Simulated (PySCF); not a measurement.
Unknown compound

Molecular formula: C9H7ClO. Simulated spectra:

1H NMR (500 MHz, computed): δ 8.11 (d, 1H), 7.81 (m, 1H), 7.66 (m, 1H), 3.12 (m, 2H), 2.75 (m, 2H).

13C{1H} NMR (computed): δ 208.8 (C), 159.9 (C), 144.3 (C), 144.2 (C), 140.3 (CH), 133.6 (CH), 129.2 (CH), 38.6 (CH2), 27.6 (CH2).

PySCF calculation with structure optimised with GFN2-xTB and σ from GIAO-PBE0/pcSseg-1; one computed conformer, in vacuum, no relativistic terms, one averaged value for each set of equivalent atoms.

Shifts are taken against calculated references (same method and geometry level): TMS for 1H (σref 31.72), 13C (σref 186.93).

Problem. What is the structure?

Solution. 
1. Rings plus π bonds: 6 (2 rings in the answer).
2. 9 carbon signals for 9 carbons: no two carbons are equivalent.
3. Carbon types of the structure: 4 × C, 3 × CH, 2 × CH2, which accounts for all hydrogens.
4. δC 208.8: ketone carbonyl carbon; low-lying n→π* states of the double bond to the heteroatom give a large paramagnetic term (-266 ppm).
5. δC 159.9, 144.2: substituted aromatic carbon.
6. δC 144.3: aromatic carbon bearing chlorine.
7. δC 140.3, 133.6, 129.2: aromatic CH.
8. δC 27.6: sp3 CH2 on an aromatic ring; saturated and bonded to C and H only.
9. δH 3.12: hydrogen on an sp3 CH2 on an aromatic ring; benzylic-type position, deshielded by the ring.
10. δH 2.75: hydrogen on an sp3 CH2 α to a carbonyl; α to C=O.

These data were computed for SMILES O=C1CCc2c(Cl)cccc21.

The shifts were computed for this structure.

Carbons that carry Cl, above all several Cl atoms, come out too deshielded, partly because spin–orbit coupling is missing. Shifts are as computed. Against solution values, carbons near 30 ppm lie about +3 ppm off and those near 130 ppm about +5 ppm; carbons on Cl a further +6 ppm. Of 1211 compounds with measured shifts, 218 miss one by over three times the rms of a fit or turn the order of signals round; such compounds aren't used in these exercises. No couplings were computed; multiplicities are counted from neighbouring protons, with m where these are inequivalent, close in shift, in a saturated or five-membered ring or joined by F or P, and br s for small geminal =CH2 splittings.
